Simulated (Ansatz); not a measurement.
```yaml
crystal:
  periodic: [false, false, false]
  atoms:
    - {symbol: F, position_ang: [-1.436948, -2.609735, -0.193978]}
    - {symbol: Ga, position_ang: [-0.742102, -1.230697, -1.009675]}
    - {symbol: Cl, position_ang: [-0.825829, -1.092643, -3.128696]}
    - {symbol: O, position_ang: [-1.443665, 0.334754, -0.185634]}
    - {symbol: C, position_ang: [-0.745012, 1.101508, 0.543269]}
    - {symbol: C, position_ang: [0.602394, 0.966055, 0.851318]}
    - {symbol: C, position_ang: [1.396145, -0.072490, 0.382180]}
    - {symbol: O, position_ang: [1.039508, -1.026797, -0.372451]}
    - {symbol: H, position_ang: [-1.285647, 1.955808, 0.962127]}
    - {symbol: H, position_ang: [1.057770, 1.708830, 1.490866]}
    - {symbol: H, position_ang: [2.448687, -0.091694, 0.681072]}
basis:
  gaussian: {orbitals: def2-TZVPP, fitting: {mean_field: def2-universal-jkfit}, nuclear_model: gaussian}
total_charge: 4
hamiltonian: {xc: {name: B97M-V}}
output: {forces: true}
```

```sh
$ ansatz run in.yaml --threads 2 --pin off --events-out ev --progress --plain --max-ram 32768MiB --backend cuda --devices 0, --max-vram 18GiB
```

Output, abridged:

```
Functional definition: B97M-V
904 factors; integrals over basis functions are off by at most 1.6e0 eV
mean field evaluation 1: about -74564.1940 eV, gradient 2.1e2 eV
mean field evaluation 2: about -69853.2551 eV, gradient 1.3e3 eV
mean field evaluation 4: about -72027.0092 eV, gradient 9.3e2 eV
mean field evaluation 8: about -74783.9346 eV, gradient 3.1e1 eV
mean field evaluation 16: about -74788.9620 eV, gradient 1.7e0 eV
mean field evaluation 32: about -74789.0405 eV, gradient 9.6e-4 eV
mean field evaluation 160: about -74789.0405 eV, gradient 5.2e-6 eV
mean field -74789.04052107 eV, -2748.4465453170 hartree, gradient 2.6e-6 eV, S^2 0.000000; 20 other end points of the search recorded, 0 dependent functions left out
reference -74789.04057848 eV, -2748.4465474267 hartree; 45, 45 occupied and 273, 273 virtual orbitals, 904 factors
Total energy: -74789.04057848 eV, -2748.4465474267 hartree
Atom 0 at    -1.436948    -2.609735    -0.193978 Å, force    -0.175374    -0.406094     0.269410 eV/Å
Atom 1 at    -0.742102    -1.230697    -1.009675 Å, force    -1.244476    -2.099982    -0.047342 eV/Å
Atom 2 at    -0.825829    -1.092643    -3.128696 Å, force    -0.186153    -0.098533    -2.609979 eV/Å
Atom 3 at    -1.443665     0.334754    -0.185634 Å, force     1.817945     2.103337     1.820121 eV/Å
Atom 4 at    -0.745012     1.101508     0.543269 Å, force    -5.454331    -0.616492    -2.285700 eV/Å
Atom 5 at     0.602394     0.966055     0.851318 Å, force     1.466131     2.249482     2.035072 eV/Å
Atom 6 at     1.396145    -0.072490     0.382180 Å, force     1.980939    -4.961722    -2.364123 eV/Å
Atom 7 at     1.039508    -1.026797    -0.372451 Å, force     0.931028     2.429546     1.894016 eV/Å
Atom 8 at    -1.285647     1.955808     0.962127 Å, force    -0.716035     0.804653     0.621584 eV/Å
Atom 9 at     1.057770     1.708830     1.490866 Å, force     0.359845     0.583259     0.501224 eV/Å
Atom 10 at     2.448687    -0.091694     0.681072 Å, force     1.220481     0.012547     0.165717 eV/Å
Dipole moment:     1.386830     2.376106     1.202055 e Å
```

Task: Something in this input is off. What?

Result: The charge is far from anything that the molecule holds. The run converged. The result belongs to that input, not to the molecule as meant.
